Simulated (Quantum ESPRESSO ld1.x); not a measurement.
Values are calculated unless marked as measured or tabulated.
Task: Ionisation ladder of phosphorus, from P I to P XV. Each ion is in the ground configuration listed by NIST, and IE = E(next ion) - E(this ion), with E = 0 for the bare nucleus. Level of theory: scalar-relativistic Kohn-Sham, LDA (Slater exchange, VWN5 correlation), spin-polarised, spherical densities, point nucleus; open shells are filled with parallel spins first (ld1.x of Quantum ESPRESSO 7.5).

| species | configuration | IE, Delta-SCF (eV) | -e(HOMO) (eV) | HOMO | <r> HOMO (bohr) |
|---|---|---|---|---|---|
| P I | [Ne] 3s2 3p3 | ? | 6.285 | 3p up | 2.33 |
| P II | [Ne] 3s2 3p2 | ? | 15.003 | 3p up | 2.11 |
| P III | [Ne] 3s2 3p1 | 30.180 | 24.897 | 3p up | 1.96 |
| P IV | [Ne] 3s2 | 51.539 | 45.747 | 3s | 1.67 |
| P V | [Ne] 3s1 | ? | 59.655 | 3s up | 1.59 |
| P VI | [Ne] | 220.84 | 199.89 | 2p | 0.479 |
| P VII | [He] 2s2 2p5 | 264.14 | 242.19 | 2p down | 0.461 |
| P VIII | [He] 2s2 2p4 | 308.86 | 286.38 | 2p down | 0.445 |
| P IX | [He] 2s2 2p3 | 373.15 | 347.58 | 2p up | 0.422 |
| P X | [He] 2s2 2p2 | 425.50 | 399.08 | 2p up | 0.409 |
| P XI | [He] 2s2 2p1 | ? | 452.16 | 2p up | 0.396 |
| P XII | [He] 2s2 | 556.63 | 535.53 | 2s | 0.444 |
| P XIII | [He] 2s1 | 610.74 | 589.61 | 2s up | 0.435 |
| P XIV | [He] | 2804.8 | 2716.0 | 1s | 0.103 |
| P XV | 1s1 | 3053.8 | 2962.8 | 1s up | 0.100 |

Estimate the withheld Delta-SCF values.

Result: P I: 10.528 eV (NIST 10.487); P II: 19.867 eV (NIST 19.769); P V: 65.596 eV (NIST 65.025); P XI: 478.89 eV (NIST 479.44).
